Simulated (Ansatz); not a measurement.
`C#[C][GeH2][NH2]` + `[F][GeH2][CH2]Cl` → `[NH2][GeH2][CH2]Cl` + `C#[C][GeH2][F]`  (redistribution)

Program: Ansatz. Geometries: PBE0-D4/def2-TZVP. ΔE: electronic, gas phase. CCSD(T)/CBS adds triple-zeta CCSD(T) − MP2 to the extrapolated MP2 energy (def2 sets, frozen cores). DFT in def2-TZVPP. For Ge outer-core shells are correlated without core-valence functions, which leaves a few kJ/mol of doubt a bond. Scalar relativity is left out up to krypton. Each species was taken in one conformer, which may not be the lowest.

```csv
level,ΔE (kJ/mol),difference from CCSD(T)/CBS
r2SCAN-D4,-0.1,0.4
ωB97X-V,0.2,0.7
ωB97M-V,0.0,0.5
B2PLYP,0.2,0.7
PBE,1.3,1.8
r2SCAN,0.1,0.6
HF/def2-TZVPP,0.8,1.3
CCSD(T)/def2-TZVPP,-0.7,-0.2
MP2/def2-QZVPP,-1.0,-0.5
CCSD/CBS(def2),-0.2,0.3
CCSD(T)/CBS,-0.5,0
```

Largest T1 diagnostic among the species: 0.013.
